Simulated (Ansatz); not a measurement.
`N[SiH](F)[Si](N)(Cl)Cl` + H₂ → `N[Si@H](Cl)[Si@@H](N)F` + HCl  (hydrogenolysis of the Si–Cl bond)

Calculated with Ansatz (gas phase, PBE0-D4/def2-TZVP geometries, no zero-point term in ΔE). CCSD(T)/CBS adds triple-zeta CCSD(T) − MP2 to the extrapolated MP2 energy (def2 sets, frozen cores). This one scheme is used for every species. One conformer a species, not always the lowest.

```csv
species,CCSD/def2-TZVPP energy (Eh)
`N[SiH](F)[Si](N)(Cl)Cl`,-1709.85994
H₂,-1.17233
`N[Si@H](Cl)[Si@@H](N)F`,-1250.68027
HCl,-460.32332
```

(1) Work out ΔE.

Largest T1 diagnostic among the species: 0.011.

## Answers

(1) ΔE = (-1250.68027) + (-460.32332) − (-1709.85994) − (-1.17233) = 0.02868 Eh = +75.3 kJ/mol. CCSD(T)/CBS gives +85.9 kJ/mol.

In def2-TZVPP, CCSD(T) changes the Hartree–Fock value by +11.4 kJ/mol (the triples alone add +4.2 kJ/mol) and MP2 by +22.7 kJ/mol. The D4 term adds +12.3 kJ/mol with B3LYP and +6.6 kJ/mol with PBE0; it sums over pairs of atoms, weighted by their polarisabilities, and B3LYP, whose exchange is more repulsive, gets the larger term.

B3LYP here is the variant with VWN-RPA as its local correlation; programs differ in this.
